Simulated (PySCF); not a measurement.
Compound: SnH2.
SMILES: `[SnH2]`

Theory: PBE0-D3(BJ)/def2-SVP geometry optimisation, gas phase, def2 core potentials past Kr (PySCF 2.14.0).

Take the most abundant isotopes and a rigid rotor. 

What are A, B and C (cm⁻¹)?

Ia = 3.14, Ib = 3.21, Ic = 6.34 u·Å²; 505379 MHz·u·Å²/I gives 161173, 157574 and 79677 MHz, that is A = 5.37616, B = 5.25609, C = 2.65772 cm⁻¹.

Classify the top.

A near-oblate asymmetric top; Ray's κ = 0.912.

Which lines would a microwave search look for?

The dipole components are |μa| = 0.00 D, |μb| = 0.59 D, |μc| = 0.00 D; the symmetry axis of this C2v structure is b, so μa and μc vanish by symmetry and there are no a-type or c-type lines. Some lines, for components of 0.1 D or more:

```json
{"type": "b", "branch": "Q", "J(Ka,Kc)": "2(2,0) ← 2(1,1)", "MHz": "85218", "lower level (cm⁻¹)": "29.058"}
{"type": "b", "branch": "Q", "J(Ka,Kc)": "4(4,0) ← 4(3,1)", "MHz": "99185", "lower level (cm⁻¹)": "103.075"}
{"type": "b", "branch": "R", "J(Ka,Kc)": "1(1,1) ← 0(0,0)", "MHz": "240850", "lower level (cm⁻¹)": "0.000"}
{"type": "b", "branch": "Q", "J(Ka,Kc)": "2(2,1) ← 2(1,2)", "MHz": "244490", "lower level (cm⁻¹)": "21.263"}
{"type": "b", "branch": "Q", "J(Ka,Kc)": "3(3,1) ← 3(2,2)", "MHz": "249965", "lower level (cm⁻¹)": "53.160"}
{"type": "b", "branch": "Q", "J(Ka,Kc)": "4(4,1) ← 4(3,2)", "MHz": "257306", "lower level (cm⁻¹)": "95.692"}
{"type": "b", "branch": "Q", "J(Ka,Kc)": "4(2,2) ← 4(1,3)", "MHz": "397090", "lower level (cm⁻¹)": "82.386"}
{"type": "b", "branch": "R", "J(Ka,Kc)": "3(0,3) ← 2(1,2)", "MHz": "557679", "lower level (cm⁻¹)": "21.263"}
{"type": "b", "branch": "R", "J(Ka,Kc)": "2(2,1) ← 1(1,0)", "MHz": "563197", "lower level (cm⁻¹)": "10.632"}
{"type": "b", "branch": "R", "J(Ka,Kc)": "4(0,4) ← 3(1,3)", "MHz": "717090", "lower level (cm⁻¹)": "39.865"}
{"type": "b", "branch": "R", "J(Ka,Kc)": "3(2,2) ← 2(1,1)", "MHz": "722550", "lower level (cm⁻¹)": "29.058"}
{"type": "b", "branch": "R", "J(Ka,Kc)": "4(2,3) ← 3(1,2)", "MHz": "876801", "lower level (cm⁻¹)": "53.140"}
{"type": "b", "branch": "R", "J(Ka,Kc)": "3(3,1) ← 2(2,0)", "MHz": "887296", "lower level (cm⁻¹)": "31.901"}
{"type": "b", "branch": "R", "J(Ka,Kc)": "4(3,2) ← 3(2,1)", "MHz": "1046714", "lower level (cm⁻¹)": "60.777"}
{"type": "b", "branch": "R", "J(Ka,Kc)": "4(4,1) ← 3(3,0)", "MHz": "1212992", "lower level (cm⁻¹)": "63.814"}
{"type": "b", "branch": "R", "J(Ka,Kc)": "4(4,0) ← 3(3,1)", "MHz": "1345630", "lower level (cm⁻¹)": "61.498"}
{"type": "b", "branch": "R", "J(Ka,Kc)": "4(2,2) ← 3(1,3)", "MHz": "1671823", "lower level (cm⁻¹)": "39.865"}
```

PBE0-D3(BJ)/def2-SVP frequencies: not computed here. Constants of a rigid frame at the computed geometry: no zero-point averaging, no centrifugal distortion.
